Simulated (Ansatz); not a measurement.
Consider the redistribution: `CN[SiH2][SeH]` + `SB(Cl)Cl` → `CN[SiH2]S` + `ClB(Cl)[SeH]`.

Program: Ansatz. Geometries: PBE0-D4/def2-TZVP. ΔE: electronic, gas phase. CCSD(T)/CBS is the MP2 limit (def2-TZVPP, def2-QZVPP) plus CCSD(T) − MP2 in def2-TZVPP, frozen cores. Functionals use def2-TZVPP. For Se outer-core shells are correlated without core-valence functions, which leaves a few kJ/mol of doubt a bond. Scalar relativity is left out up to krypton. One conformer a species, not always the lowest.

`CN[SiH2][SeH]`:

```xyz
11

C    -1.023    0.365    1.196
N    -0.636   -0.567    0.157
Si    0.943   -0.648   -0.486
Se    1.777    1.261   -1.450
H    -1.292    1.357    0.813
H    -1.867   -0.025    1.771
H    -0.192    0.500    1.893
H    -1.396   -0.838   -0.447
H     0.933   -1.746   -1.481
H     1.916   -0.871    0.611
H     0.836    1.211   -2.577
```

`SB(Cl)Cl`:

```xyz
5

S    -0.564   -0.011    1.298
B     0.296   -0.263   -0.248
Cl    1.339   -1.658   -0.374
Cl    0.128    0.818   -1.609
H    -1.199    1.114    0.933
```

`CN[SiH2]S`:

Cartesian coordinates in Å:
```
C -0.713 1.177 -1.151
N -0.209 -0.087 -0.661
Si 0.461 -0.349 0.884
S 0.073 -2.394 1.381
H 0.015 1.725 -1.762
H -1.619 1.035 -1.748
H -0.978 1.816 -0.306
H -0.041 -0.775 -1.378
H -0.211 0.624 1.784
H 1.936 -0.177 1.037
H 1.287 -2.595 1.919
```

`ClB(Cl)[SeH]`:

```xyz
5

Cl   -0.483    1.641   -0.653
B    -0.385    0.187    0.304
Cl   -1.447   -0.024    1.673
Se    0.860   -1.233   -0.079
H     1.456   -0.571   -1.246
```

| level | ΔE (kJ/mol) |
| --- | --- |
| revPBE-D4 | 17.9 |
| SCS-MP2/def2-TZVPP | 14.9 |

**Question.** What does CCSD(T)/CBS give? (Estimate.)

**Answer.** Ansatz gave: +15.3 kJ/mol. The listed levels differ from it by 2.6, -0.4 kJ/mol.

Largest T1 diagnostic among the species: 0.012.

At CCSD(T), def2-SVP lies +8.8 kJ/mol from the extrapolated value and def2-TZVPP −0.1 kJ/mol. Leaving LDA and LC-ωPBE aside and taking each functional with its dispersion term where it has one, the values, not all of them listed here, spread over 3.5 kJ/mol, from B97M-V to BLYP-D4.

CCSD(T)/CBS has its own doubt, a few kJ/mol and more with outer-core shells, so smaller differences from it don't rank the levels.
